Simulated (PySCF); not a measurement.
**C₆ coefficients of unlike pairs at CAM-B3LYP**

Calculated with PySCF 2.14 from the dipole response of each species, C₆(A,B) = (3/π) ∫ α_A(iu) α_B(iu) du, in atomic units, from isotropic polarisabilities. For ions this is the dispersion term alone; charge-induced terms of lower order in 1/R come first.

```csv
species,configuration,basis,relativity,α (bohr³),C₆ (like pair)
Mn+,[Ar] 3d5 4s1 (7S),aug-cc-pVDZ (7s6p4d2f),none,30.89,160.3
Kr+,[Ar] 3d10 4s2 4p5 (2P),"x2c-QZVPPall with one added diffuse shell each of s, p, d, f type (12s9p6d5f1g)",spin-free X2C,10.82,66.76
Be(2+),1s2 (1S),dyall-av3z (15s9p4d2f),none,0.05453,0.01184
Be,[He] 2s2 (1S),dyall-acv3z (15s9p4d2f),none,43.18,257.9
```

(1) Estimate C₆ for Be with Be(2+).

No spin-orbit coupling is included.

The other pairs:

```tsv
pair	C₆
Kr+, Mn+	91.94
Be(2+), Mn+	0.6958
Be(2+), Kr+	0.6230
Be, Mn+	200.2
Be, Kr+	104.8
```

Answers

(1) The integral gives 0.6564. The combination rule 2 C_A C_B / (C_A α_B/α_A + C_B α_A/α_B) gives 0.6294 and the geometric mean 1.747.
